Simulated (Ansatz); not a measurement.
# C2H6F2SSi: where a starting geometry ends

The starting geometry of this gas-phase triplet was optimised with GFN2-xTB as a singlet; its bonds are those of `CC[Si](F)(F)S`.

```xyz
12

C    -0.1165   -0.2858    0.0835
C     1.3232    0.2150    0.2166
F     3.0183    2.5361    0.0198
F     0.9678    2.5646   -1.3801
S     0.5197    3.2634    1.5546
Si    1.4863    2.0897    0.0606
H    -0.7430    0.1188    0.8762
H    -0.5398    0.0105   -0.8736
H    -0.1466   -1.3708    0.1485
H     1.9346   -0.2526   -0.5574
H     1.7273   -0.1184    1.1738
H    -0.7003    3.1121    1.0551
```

**Question.** Predict what it relaxes into with r2SCAN-D4/def2-SVP.

**Answer.** It loosens into C2H5F2SSi + H, which stay close as a complex. Contacts that open: S5–H12 (1.33 → 2.60 Å).

The energy falls by 2.36 eV over 14 steps:

```json
{"step": "1", "E − E(last) (eV)": "2.362"}
{"step": "2", "E − E(last) (eV)": "1.202"}
{"step": "4", "E − E(last) (eV)": "0.308"}
{"step": "5", "E − E(last) (eV)": "0.086"}
{"step": "7", "E − E(last) (eV)": "0.009"}
{"step": "8", "E − E(last) (eV)": "0.006"}
{"step": "10", "E − E(last) (eV)": "0.002"}
{"step": "11", "E − E(last) (eV)": "0.000"}
{"step": "13", "E − E(last) (eV)": "0.000"}
{"step": "14", "E − E(last) (eV)": "0.000"}
```

Final geometry (Å):

```xyz
12

C    -0.1286   -0.1722    0.1187
C     1.3430    0.2360    0.2327
F     3.2426    2.3181   -0.1871
F     0.9535    2.6263   -1.2996
S     0.9460    3.1123    1.7341
Si    1.6632    2.0526    0.0343
H    -0.7328    0.2603    0.9309
H    -0.5655    0.1703   -0.8320
H    -0.2383   -1.2667    0.1650
H     1.9528   -0.2413   -0.5594
H     1.7853   -0.1011    1.1871
H    -1.4900    2.8880    0.8531
```

The end wasn't checked by frequencies. Open shells are spin-unrestricted. The triplet needn't be the ground state. Run with Ansatz 0.2.0, 3.5 min on 2 threads of Intel(R) Xeon(R) Processor @ 2.70GHz, on a shared host.
